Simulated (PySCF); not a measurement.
Spin states of SrH

Unrestricted PBE0; Sr x2c-TZVPall, H x2c-TZVPall; spin-free X2C with a Gaussian nucleus (PySCF 2.14). Outer shells of the fragments: Sr 5s2; H 1s1.

Followed along the bond (rough minima from three points):

```
2Ms+1   unpaired  ⟨S²⟩ at the start  R at minimum (Å)  Te (eV)
    2        σ ↑               0.75              2.13     0.00
    2        π ↑               0.75              2.11     1.45
    4  σ ↑↑, π ↑               3.75  none in the scan   ≤ 3.65
```

Solutions found at the starting distance of 2.030 Å, counted from the lowest of them; the search is not exhaustive and high or unbound solutions are not listed, so other states can lie among these:

```tsv
2Ms+1	unpaired	term	E (eV)	⟨S²⟩	⟨Lz²⟩	μ (D)
2	σ ↑	²Σ⁺	0.00	0.75	0.00	-2.70
2	π ↑	²Π	1.44	0.75	1.00	-1.44
2	δ ↑	²Δ	1.83	0.75	4.00	-5.84
4	σ ↑↑, π ↑	⁴Π	3.98	3.75	1.00	-1.73
4	σ ↑↑↑	⁴Σ⁺	4.32	3.75	0.00	4.55
4	σ ↑↑, δ ↑	⁴Δ	4.40	3.75	4.00	1.85
```

A term symbol is given only where ⟨S²⟩ and ⟨Lz²⟩ are close to those of a pure state; real π, δ and φ orbitals otherwise mix terms. A positive dipole means Sr(−)H(+).

Spin–orbit coupling is left out. Counting both spins, an empty level lies below a filled one in some of these solutions, because spin and occupation are held.
